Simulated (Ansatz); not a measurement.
Computed with Ansatz on PBE0-D4/def2-TZVP structures; ΔE is electronic, products minus reactants. CCSD(T)/CBS adds triple-zeta CCSD(T) − MP2 to the extrapolated MP2 energy (def2 sets, frozen cores). This one scheme is used for every species. DFT in def2-TZVPP. Elements past krypton have def2 core potentials. For Sn outer-core shells are correlated without core-valence functions, which leaves a few kJ/mol of doubt a bond. Each species was taken in one conformer, which may not be the lowest.

Consider the hydrogenolysis of the Al–Sn bond: `[OH][Al]([SiH3])[SnH3]` + H₂ → `[OH][AlH][SiH3]` + `[SnH4]`.

CCSD(T)/CBS gives +34.1 kJ/mol.

(1) Another level gave +30.8 kJ/mol. Which?
A. PBE-D4/def2-TZVPP
B. r2SCAN/def2-TZVPP
C. B2PLYP/def2-TZVPP
D. HF/def2-TZVPP

Largest T1 diagnostic among the species: 0.014.

Answers

(1) B. r2SCAN 30.8, PBE-D4 38.7, HF/def2-TZVPP -0.8, B2PLYP 23.1 kJ/mol.

From PBE to PBE0 (25 % exact exchange), in def2-TZVPP and without D4, ΔE moves by −5.2 kJ/mol. The D4 term adds +8.1 kJ/mol with B3LYP and +4.8 kJ/mol with PBE0; it sums over pairs of atoms, weighted by their polarisabilities, and B3LYP, whose exchange is more repulsive, gets the larger term.

B3LYP here is the variant with VWN-RPA as its local correlation; programs differ in this.
